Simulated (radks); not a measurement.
The nuclear charge of neutral potassium is varied continuously with 19 electrons held in [Ar] 4s1. All-electron calculation, scalar-relativistic Kohn-Sham, PBE, spin-unpolarised, spherical densities, point nucleus. Program: a radial shooting solver on a logarithmic mesh with Libxc functionals. By the Hellmann-Feynman theorem dE/dZ = E(electron-nucleus)/Z, the electronic potential at the nucleus. The scalar-relativistic energy here is not variational (the density holds large components alone), so the two differ by a part that grows with Z.

| Z | E (hartree) | E(electron-nucleus)/Z (hartree) | HOMO | e(HOMO) (eV) | <r> HOMO (bohr) |
|---|---|---|---|---|---|
| 18.75 | -583.38613 | -74.1296 | 4s | -1.130 | 5.754 |
| 19 | -602.08677 | -75.4138 | 4s | -2.319 | 5.007 |
| 19.25 | -621.10838 | -76.6945 | 4s | -3.721 | 4.504 |
| 19.5 | -640.45027 | -77.9729 | 4s | -5.307 | 4.132 |
| 19.75 | -660.11201 | -79.2499 | 4s | -7.059 | 3.840 |
| 20 | -680.09330 | -80.5260 | 4s | -8.966 | 3.602 |

The central difference of E at Z = 19 is -75.445 hartree, to compare with the third column; the second derivative is -5.14 hartree.
